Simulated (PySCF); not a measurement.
# Bonding in `CO[Si](OC)(O[SiH3])SC`

Compound: C3H12O3SSi2.
SMILES with atom numbers: `[CH3:1][O:2][Si:3]([O:4][CH3:5])([O:6][SiH3:7])[S:8][CH3:9]` (hydrogens: H10, H11, H12 on C1; H13, H14, H15 on C5; H16, H17, H18 on Si7; H19, H20, H21 on C9)

Structure used (GFN2-xTB), in Å, numbered top down from 1:
```xyz
21
C3H12O3SSi2 angstrom
C     -1.0447   -1.6896   -2.1490
O     -1.2841   -0.5617   -1.3453
Si    -0.5642   -0.1814    0.0399
O     -0.9154   -1.2913    1.1612
C     -0.5486   -1.2675    2.5162
O      1.0415   -0.0823   -0.1851
Si     2.5230    0.3171    0.3468
S     -1.2833    1.7367    0.6057
C     -0.6591    2.7351   -0.7854
H     -1.2847   -2.6021   -1.6029
H      0.0025   -1.7211   -2.4541
H     -1.6849   -1.6029   -3.0264
H     -0.9107   -2.1911    2.9669
H      0.5376   -1.2077    2.6180
H     -1.0005   -0.4084    3.0156
H      3.0874   -0.8881    0.9540
H      3.2078    0.7358   -0.8738
H      2.4060    1.3984    1.3258
H     -1.1685    2.4316   -1.6937
H     -0.8780    3.7720   -0.5554
H      0.4120    2.5856   -0.8794
```

Bond orders from the PBE0/pcSseg-1 density (PySCF). The structure is a single GFN2-xTB conformer in the gas phase; no vibrational or solvent corrections.

Question: How far do the computed orders between heavy atoms stray from the drawn ones?

Answer: The largest departure is 0.123, at C1–O2 (drawn single, 0.877). Drawn single, order below 0.88: C1–O2 (0.877).

Question: Give the Mayer order of every bond between heavy atoms, beside its length.

Answer: 
```tsv
bond	drawn as	length (Å)	Mayer order
C1–O2	single	1.405	0.877
O2–Si3	single	1.607	1.048
Si3–O4	single	1.616	1.014
O4–C5	single	1.404	0.890
Si3–O6	single	1.624	0.896
O6–Si7	single	1.624	0.907
Si3–S8	single	2.125	0.971
S8–C9	single	1.822	1.000
```

Bonds between the same two heavy elements. C–O: all 2 within 0.02 of one another (0.877 to 0.890). O–Si: lowest Si3–O6 (0.896, 1.624 Å), highest O2–Si3 (1.048, 1.607 Å).

Question: And the bonds to hydrogen?

Answer: C–H: 0.95 to 0.97 (9 bonds); H–Si: 0.93 to 0.94 (3 bonds).

Question: Sum the orders of all bonds at each heavy atom with more than one neighbour and set the sums beside the valence in the SMILES.

Answer: C1 3.777 (drawn 4), O2 1.925 (drawn 2), Si3 3.929 (drawn 4), O4 1.904 (drawn 2), C5 3.782 (drawn 4), O6 1.803 (drawn 2), Si7 3.708 (drawn 4), S8 1.971 (drawn 2), C9 3.851 (drawn 4). Orders between atoms that aren't bonded are not in these sums.

Mayer orders depend on the basis set.
